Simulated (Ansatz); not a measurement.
The cluster Sn2O. The state is a quintet with charge 0. Geometry PBE-D4/def2-TZVP; atoms count from 1.

| atom | x (Å) | y (Å) | z (Å) |
| --- | --- | --- | --- |
| Sn1 | 0.182 | 0.652 | 1.422 |
| Sn2 | -1.071 | -0.580 | -0.999 |
| O3 | 0.889 | -0.072 | -0.423 |

In the def2 sets Sn takes a core potential; there is no spin–orbit coupling. At PBE0-D4/def2-TZVP a broken-symmetry singlet of charge 0 lies 3.53 eV below the quintet, each at its own geometry. The structure comes from a short search, and lower isomers may exist.

Question: Estimate the Mulliken populations from the PBE0/def2-TZVP orbitals of Ansatz.

Answer: 
```
atom  charge (e)  spin (α − β)
 Sn1        0.23          1.65
 Sn2        0.22          1.55
  O3       -0.45          0.79
```
Mulliken values depend strongly on the basis.

Question: Where does the spin sit?

Answer: Summed by element: Sn 3.21, O 0.79, of 4 unpaired in all. Largest on single atoms: Sn1 1.65, Sn2 1.55, O3 0.79.

Question: And the Mayer bond orders between heavy atoms (over 0.3)?

Answer: Sn1–Sn2 0.67 (2.99 Å); Sn1–O3 0.69 (2.10 Å); Sn2–O3 0.66 (2.10 Å).
